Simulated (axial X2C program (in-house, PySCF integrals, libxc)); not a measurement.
## Potential curves of GaSi, 2c

Computed with an in-house all-electron X2C program for linear molecules (integrals from PySCF). Two-component (2c) means X2C with spin–orbit coupling and atomic mean-field two-electron Coulomb and Gaunt terms. Basis: Ga dyall-cv3z [9s9p7d4f1g], Si dyall-v3z [8s7p2d1f] (cores contracted in-house); Gaussian nuclei, density fitting, unrestricted open shells. Masses: Ga 68.926 u, Si 27.977 u.

State: Ω = 3/2 (⟨Sz⟩ = 1.50, ⟨Lz⟩ = 0.00 at HF). Energies in eV from the fragments at the same level (Ga + Si). Fits are polynomials in 1 − R0/R over 0.85 to 1.23 times the lowest point R0.

```json
{"R (Å)": "2.1106", "CCSD(T)": "", "CCSD": "", "MP2": "-1.7185"}
{"R (Å)": "2.2077", "CCSD(T)": "-2.0007", "CCSD": "-1.8626", "MP2": "-2.0393"}
{"R (Å)": "2.2804", "CCSD(T)": "-2.1454", "CCSD": "-2.0083", "MP2": "-2.1783"}
{"R (Å)": "2.3532", "CCSD(T)": "-2.2252", "CCSD": "-2.0898", "MP2": "-2.2532"}
{"R (Å)": "2.4260", "CCSD(T)": "-2.2553", "CCSD": "-2.1219", "MP2": "-2.2791"}
{"R (Å)": "2.5109", "CCSD(T)": "-2.2431", "CCSD": "-2.1123", "MP2": "-2.2624"}
{"R (Å)": "2.5958", "CCSD(T)": "-2.1936", "CCSD": "-2.0656", "MP2": "-2.2085"}
{"R (Å)": "2.7050", "CCSD(T)": "-2.0918", "CCSD": "-1.9676", "MP2": "-2.1007"}
{"R (Å)": "2.8384", "CCSD(T)": "", "CCSD": "", "MP2": "-1.9305"}
{"R (Å)": "3.0325", "CCSD(T)": "", "CCSD": "", "MP2": "-1.6434"}
```

Correlated methods: 7 electrons correlated (number of frozen shells: Ga 3 s, 2 p, 1 d; Si 2 s, 1 p), 231 virtual spin orbitals or spinors in MP2.

Occupations by symmetry block were frozen at the best pattern of an incomplete PBE0 search. Dissociation energies refer to the lowest single-determinant-based atoms at the same level and basis. Coupled cluster ran in a truncated set of natural virtual spinors; the MP2 energy of the rest was added. (T) has no such correction and the atoms are truncated less, which lowers De at CCSD(T) by a hundredth of an eV or more. In 2c an atomic determinant is not the ground J level, so De misses part of the atomic spin–orbit lowering. This holds for CCSD(T), CCSD, MP2. PBE0 can misorder states that lie within some tenths of an eV, so this need not be the ground state of the molecule. The nearest other 2c determinant of the search, Ω = 1/2, lies 0.31 eV up at the distance of the search. With several unpaired electrons one determinant need not be a pure state. This is the top spin component of a Σ state; components of lower Ω are not single determinants and can lie lower. With the outer-core shells frozen, correlated bond lengths of heavy atoms tend to come out a few hundredths of an ångström too long. Coupled cluster ran on the points near the minimum only. MP2 and coupled cluster on one determinant become unreliable at the stretched end.

(1) Fit the CCSD(T) curve near its minimum: give the equilibrium distance, the harmonic wavenumber and the well depth.

(2) What are Re, ωe and De at the CCSD level?

(3) What are Re, ωe and De at the MP2 level?

Answers

(1) At CCSD(T), 2c: Re = 2.445 Å, ωe ≈ 301 cm⁻¹, De = 2.26 eV to Ga + Si; Be follows as 0.142 cm⁻¹.

(2) At CCSD, 2c: Re = 2.449 Å, ωe ≈ 298 cm⁻¹, De = 2.12 eV to Ga + Si; Be follows as 0.141 cm⁻¹.

(3) At MP2, 2c: Re = 2.437 Å, ωe ≈ 304 cm⁻¹, De = 2.28 eV to Ga + Si; Be follows as 0.143 cm⁻¹.
